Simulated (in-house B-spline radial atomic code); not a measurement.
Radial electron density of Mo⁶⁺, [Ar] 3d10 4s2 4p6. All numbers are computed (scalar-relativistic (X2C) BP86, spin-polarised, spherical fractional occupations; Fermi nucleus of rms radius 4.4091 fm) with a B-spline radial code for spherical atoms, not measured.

One-electron X2C: radii and densities carry no picture-change correction, so inner-shell <1/r> comes out high (for 1s by about 2 % at Z = 33, 5 % at 54, 10 % at 75, 30 % at 118) and <r> low.

Columns: r (bohr), 4πr²n(r) (electrons per bohr), bar.

```
 0.00125     1.67 #
 0.00151    2.283 ##
 0.00183    3.124 ##
 0.00222     4.26 ###
 0.00269    5.764 ####
 0.00326    7.741 #####
 0.00395     10.3 #######
 0.00479    13.56 #########
 0.00581    17.62 ############
 0.00704    22.48 ###############
 0.00854    28.14 ###################
  0.0103    34.17 #######################
  0.0125    40.53 ###########################
  0.0152    46.44 ###############################
  0.0184    50.88 ##################################
  0.0223     53.2 ####################################
  0.0271    52.88 ####################################
  0.0328    50.29 ##################################
  0.0398    46.79 ###############################
  0.0482    44.77 ##############################
  0.0585    46.49 ###############################
  0.0709    52.53 ###################################
  0.0859    60.48 #########################################
   0.104    65.48 ############################################
   0.126    63.26 ###########################################
   0.153    53.95 ####################################
   0.186    43.81 #############################
   0.225    40.58 ###########################
   0.273    45.11 ##############################
   0.331    49.92 ##################################
   0.401    46.36 ###############################
   0.486    33.95 #######################
   0.589    20.38 ##############
   0.714    12.71 #########
   0.865    10.87 #######
    1.05    10.07 #######
    1.27    7.434 #####
    1.54    3.867 ###
    1.87    1.335 #
    2.26   0.3024 
    2.74  0.03993 
    3.33 0.002801 
    4.03 0.0001006
```

On this grid the curve has 3 maxima, near 0.0223, 0.104, 0.331 bohr.

The 4p down radial function P(r) = rR(r), positive near the nucleus:

```tsv
r (bohr)	P
0.00151	0.001229
0.00222	0.002396
0.00326	0.004698
0.00479	0.009231
0.00704	0.01805
0.0103	0.03452
0.0152	0.06523
0.0223	0.1169
0.0328	0.1963
0.0482	0.2947
0.0709	0.3676
0.104	0.3179
0.153	0.04523
0.225	-0.3782
0.331	-0.5695
0.486	-0.1395
0.714	0.6749
1.05	1.073
1.54	0.7174
2.26	0.2099
3.33	0.02094
```
